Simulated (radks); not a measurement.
K15+, 4 electrons, occupied as [He] 2s2 (the NIST ground configuration).

All-electron calculation, scalar-relativistic Kohn-Sham, r2SCAN, spin-polarised, spherical densities, finite nucleus; meta-GGA in the generalised Kohn-Sham scheme; Fermi nuclear charge, rms radius 3.4349 fm. Program: a radial shooting solver on a logarithmic mesh with Libxc functionals.

Energy parts (hartree):
| part | energy |
|---|---|
| total | -424.33846 |
| kinetic | 428.08041 |
| electron-nucleus | -880.77617 |
| Hartree | 43.46704 |
| exchange-correlation | -15.10974 |

Orbitals (lengths in bohr, moments of r in powers of bohr):
| orbital | occ. | eigenvalue (hartree) | <r^2> | <r^4> |
|---|---|---|---|---|
| 1s | 2 | -158.5315 | 0.008655 | 0.0001913 |
| 2s | 2 | -34.50308 | 0.1362 | 0.03073 |

The highest occupied level is 2s at -938.88 eV. The density falls to 0.001 e/bohr^3 at r = 0.98 bohr. The electron density at the nucleus is 5332 e/bohr^3 (large components only). Summed over all electrons, <r^2> = 0.2897 bohr^2, which gives a Langevin (diamagnetic) susceptibility term of -0.229 x 10^-6 cm^3/mol.
